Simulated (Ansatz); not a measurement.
Species: C₈H₇FSSi, SMILES `c1(c(F)cc2sccc2c1)[SiH3]` (charge 0, multiplicity 1), formula C8H7FSSi.

How many basis functions does frozen-core CCSD(T)/cc-pVDZ // PBE-D3(BJ)/def2-SVP run with Ansatz (a program for electronic structure) use, how many core orbitals are frozen, and how many electrons are correlated?

197 basis functions and 19 frozen orbitals, which leaves 56 correlated electrons. Core time is of the order of minutes.
